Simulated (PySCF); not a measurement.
Compound: C6H14AlP.
Atom-mapped SMILES: `[AlH3-:1][P@+:2]12[CH2:3][CH2:4][C@H:5]([CH2:6][CH2:7]1)[CH2:8]2`

Definitions: NICS(0) = −σiso at the ring centroid; NICS(1) = −σiso and NICS(1)zz = −σzz at ±1 Å along the ring normal z. Level: GIAO CAM-B3LYP/pcSseg-1 (PySCF, non-relativistic, gas phase) on the PBE0-D3(BJ)/def2-SVP geometry, one conformer.

Ring bond lengths (Å): P2–C3 1.848, C3–C4 1.550, C4–C5 1.539, C5–C8 1.534, C8–P2 1.845; P2–C7 1.848, C7–C6 1.549, C6–C5 1.538, C5–C8 1.534, C8–P2 1.845.

Task: What do the NICS probes read (ppm)?

Result: 
| ring | type | NICS(0) | NICS(1), two faces | NICS(1)zz, two faces | rms pucker (Å) | centre to ring atoms, mean (Å) |
| --- | --- | --- | --- | --- | --- | --- |
| P2–C3–C4–C5–C8 | 5-membered ring with P; formal bonds all single | -8.2 | -4.9 / -7.4 | -5.1 / -9.7 | 0.28 | 1.37 |
| P2–C7–C6–C5–C8 | 5-membered ring with P; formal bonds all single | -8.2 | -4.9 / -7.4 | -5.1 / -9.7 | 0.28 | 1.37 |

Task: What can be read from them?

Result: 
- P2–C3–C4–C5–C8: mean NICS(1)zz -7.4 ppm, shielded. P2, C3, C4, C5, C8 have four or more neighbours, and the NICS criterion for π rings isn't applied. The two faces differ by 4.6 ppm, so no symmetry operation interchanges them.
- P2–C7–C6–C5–C8: mean NICS(1)zz -7.4 ppm, shielded. P2, C5, C6, C7, C8 have four or more neighbours, and the NICS criterion for π rings isn't applied. The two faces differ by 4.6 ppm, so no symmetry operation interchanges them.

Task: What field does 9.4 T along the ring normal induce along that normal at the second NICS(1) probe listed for ring P2–C7–C6–C5–C8, 1 Å off the ring?

Result: NICSzz × B0 = -9.7 ppm × 9.4 T = -91 μT, against the applied field.

Task: How do the values depend on the level or the medium?

Result: 
```csv
level,"NICS(0), P2–C3–C4–C5–C8","mean NICS(1)zz, P2–C3–C4–C5–C8","NICS(0), P2–C7–C6–C5–C8","mean NICS(1)zz, P2–C7–C6–C5–C8"
"CAM-B3LYP/pcSseg-1, gas",-8.2,-7.4,-8.2,-7.4
"PBE0/pcSseg-1, gas",-8.6,-7.8,-8.6,-7.8
"PBE0/pcSseg-1, IEF-PCM benzene",-8.7,-7.8,-8.7,-7.8
"PBE0/pcSseg-1, IEF-PCM chloroform",-8.7,-7.8,-8.7,-7.9
```

The geometry is the same throughout; the continuum's cavity takes Bondi-type radii × 1.2.
